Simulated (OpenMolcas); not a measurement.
## OpenMolcas run: Ti3+

Ti3+ with 6 ligands (oxide) in tetragonal octahedral coordination (D4h) at 2.05 Å, the axial distance 2.029 Å. A charge of +1.5 e stands 2.8 Å behind each ligand. Ligand basis ANO-RCC-VDZP. With inversion symmetry the input lists one of each pair of outer charges.

Input:

```
&GATEWAY
Coord
7

Ti 0.0 0.0 0.0
O 2.050000 0.000000 0.000000
O 0.000000 2.050000 0.000000
O -2.050000 0.000000 0.000000
O 0.000000 -2.050000 0.000000
O 0.000000 0.000000 2.029500
O 0.000000 0.000000 -2.029500
Basis=Ti.ANO-RCC-VDZP,O.ANO-RCC-VDZP
Group=XYZ
NoMove
AngMom=0.0 0.0 0.0
AMFI
RICD
XField
3 Angstrom 0
4.850000 0.000000 0.000000 1.500000
0.000000 4.850000 0.000000 1.500000
0.000000 0.000000 4.829500 1.500000
&SEWARD
* reference wave functions (RASSCF and RASSI steps not shown): 1 electron in 5 orbitals (3d)
>>> COPY JOB001 $Project.JobIph
&CASPT2
Multistate=5 1 2 3 4 5
NoMult
Frozen=5 6
IPEA=0.25
Imaginary=0.1
MaxIter=60
WThr=0.0 0.3 0.05
PrWF=0.5
NoMix
```

Launched by
```bash
OMP_NUM_THREADS=1 MOLCAS_MEM=2457 MOLCAS_PROJECT=a pymolcas a.inp > a.log  # once for each step of the input, in one work folder
```

Output, cut to the results:

```
--- CASPT2 ---
Orbital specifications:
      -----------------------

      Symmetry species                           1   2
                                                ag  au
      Frozen orbitals                            5   6
      Inactive orbitals                         13  15
      Active orbitals                            5   0
      Secondary orbitals                        34  40
      Deleted orbitals                           0   0
      Number of basis functions                 57  61
Type of calculation                        SS-CASPT2
      Fock operator                              state-specific
      IPEA shift                                 0.25
      Real shift                                 0.00
      Imaginary shift                            0.10
      The input orbitals will be transformed to quasi-canonical
Reference energy:       -1305.4157314380
      E2 (Non-variational):      -1.6515142199
      Shift correction:          -0.0021877543
      E2 (Variational):          -1.6537019742
      Total energy:           -1307.0694334123
      Residual norm:              0.0000004382
      Reference weight:           0.64845
      Contributions to the CASPT2 correlation energy
      Active & Virtual Only:          0.0000000007
      One Inactive Excited:          -0.0561432399
      Two Inactive Excited:          -1.5953709808
Reference energy:       -1305.4148277611
      E2 (Non-variational):      -1.6520109375
      Shift correction:          -0.0021900029
      E2 (Variational):          -1.6542009404
      Total energy:           -1307.0690287015
      Residual norm:              0.0000005260
      Reference weight:           0.64832
      Contributions to the CASPT2 correlation energy
      Active & Virtual Only:          0.0000000009
      One Inactive Excited:          -0.0567408189
      Two Inactive Excited:          -1.5952701195
::    CASPT2 Root  1     Total energy:  -1307.06943341
::    CASPT2 Root  2     Total energy:  -1307.06902870
::    CASPT2 Root  3     Total energy:  -1307.06902506
::    CASPT2 Root  4     Total energy:  -1307.01935073
::    CASPT2 Root  5     Total energy:  -1307.01682142
```

Spin-orbit levels above the lowest (labels of D4, the rotations of D4h), with the averaged single-state CASPT2 energies on the diagonal:

```json
{"E (cm-1)": "0", "Degeneracy": "2", "Label": "E3/2", "2S+1": "2", "g": "0.57 0.57 0.80"}
{"E (cm-1)": "67", "Degeneracy": "2", "Label": "E1/2", "2S+1": "2", "g": "0.06 0.06 0.06"}
{"E (cm-1)": "260", "Degeneracy": "2", "Label": "E3/2", "2S+1": "2", "g": "1.45 1.45 2.82"}
{"E (cm-1)": "11040", "Degeneracy": "2", "Label": "E3/2", "2S+1": "2", "g": "2.02 2.02 2.09"}
{"E (cm-1)": "11600", "Degeneracy": "2", "Label": "E1/2", "2S+1": "2", "g": "2.00 2.06 2.06"}
```

Over all roots computed the reference weight is 0.65; a low but even weight reflects the number of correlated electrons. The oxide ions are held by bare point charges, a crude embedding. Ligand-to-metal charge-transfer states are missing. With one d shell and no ligand orbital active, 10Dq can be off by a tenth or more. No measured value stands beside these numbers; the geometry was imposed, not optimised, and the real ion may take another.

The CASPT2 steps took 8.1 s on 1 thread of Arm Neoverse V1, with other jobs on the host; the integral step is not counted.
